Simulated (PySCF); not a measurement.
# Calculated NMR parameters of [BH2-]1[NH2+][BH2-][NH+]1C1CCC1

```
Formula        : C4H14B2N2
SMILES         : [BH2-]1[NH2+][BH2-][NH+]1C1CCC1
Carbon signals : 3
Proton signals : 10
```

Mapped SMILES: `[BH2-:1]1[NH2+:2][BH2-:3][NH+:4]1[CH:5]1[CH2:6][CH2:7][CH2:8]1`; H(Xn) means a hydrogen on atom n. Ha(B1), Ha(N2), Ha(B3) are cis to C5 on the ring; Ha(C6), Ha(C7), Ha(C8) are cis to N4 on the ring; Hb(B1), Hb(N2), Hb(B3) are trans to C5 on the ring; Hb(C6), Hb(C7), Hb(C8) are trans to N4 on the ring.

- geometry from PBE0-D3(BJ)/def2-SVP
- shielding tensors at PBE0/pcSseg-1 (GIAO)
- run in PySCF
- non-relativistic, no solvent model, one computed conformer, averaged over atoms made equivalent by symmetry, fast rotation or ring inversion

Chemical shifts δ = σref − σ; 1H (σref 31.27), 13C (σref 184.41) against TMS; BF3·OEt2 for 11B (σref 100.73); 15N (σref 265.67) against NH3, all at this level.

| carbon | δC, type | δH (multiplicity) | HMBC from (2–3 bonds) | span of the C tensor (ppm) |
| --- | --- | --- | --- | --- |
| C5 | 59.2, CH | 3.10 (m) | Hb(B1)/Hb(B3), Ha(B1)/Ha(B3), Hb(C6)/Hb(C8), Ha(C7), Hb(C7), Ha(C6)/Ha(C8) | 52 |
| C6/C8 | 32.2, CH2 | Hb(C6) 2.25 (m); Ha(C6) 1.31 (m) | H(C5), Hb(C6)/Hb(C8), Ha(C7), Hb(C7), Ha(C6)/Ha(C8) | 32 |
| C7 | 15.6, CH2 | Ha(C7) 1.51 (m); Hb(C7) 1.47 (m) | H(C5), Hb(C6)/Hb(C8), Ha(C6)/Ha(C8) | 19 |

Other nuclei:
| atoms | nucleus | environment | δ (ppm) | σ (ppm) |
| --- | --- | --- | --- | --- |
| Hb(B1)/Hb(B3) | 1H | hydrogen on a boron bonded to 2 N, in a 4-membered ring | 3.38 | 27.89 |
| Ha(B1)/Ha(B3) | 1H | hydrogen on a boron bonded to 2 N, in a 4-membered ring | 3.10 | 28.17 |
| Ha(N2) | 1H | hydrogen on a donor nitrogen of a Lewis adduct | 1.43 | 29.84 |
| Hb(N2) | 1H | hydrogen on a donor nitrogen of a Lewis adduct | 1.36 | 29.91 |
| H(N4) | 1H | hydrogen on a donor nitrogen of a Lewis adduct | 1.34 | 29.92 |
| B1/B3 | 11B | boron bonded to 2 N, 2 H, in a 4-membered ring | -11.2 | 111.9 |
| N4 | 15N | donor nitrogen of a Lewis adduct | 59.7 | 206.0 |
| N2 | 15N | donor nitrogen of a Lewis adduct | 19.4 | 246.3 |

1. δC 59.2: sp3 CH bonded to N; the inductive effect lowers its shielding.
2. δC 32.2, 15.6: sp3 CH2 in a ring; saturated and bonded to C and H only.
3. δH 3.10: hydrogen on an sp3 CH bonded to N; its carbon carries N, an electronegative neighbour.
4. δH 2.25, 1.51, 1.47, 1.31: hydrogen on an sp3 CH2 in a ring.
5. δH 1.43, 1.36, 1.34: hydrogen on a donor nitrogen of a Lewis adduct; exchangeable, gas-phase position.

Exchangeable OH/NH protons stand at their gas-phase positions; hydrogen bonding in a real sample shifts them, mostly to higher δ. Hydrogens on boron are broadened and split by 11B (spin 3/2, 80 %) and 10B (spin 3). Shifts are as computed. Against solution values, carbons near 30 ppm lie about +2 ppm off and those near 130 ppm about +5 ppm. Of 1211 compounds with measured shifts, 218 miss one by over three times the rms of a fit or turn the order of signals round; such compounds aren't used in these exercises. Experimental scales use liquid or dissolved standards, which lie at an offset from isolated NH3 (liquid NH3: subtract about 20 ppm). Multiplicities follow the n + 1 count of equivalent neighbours, as no J values were calculated; m marks all less simple cases, F and P coupling included.
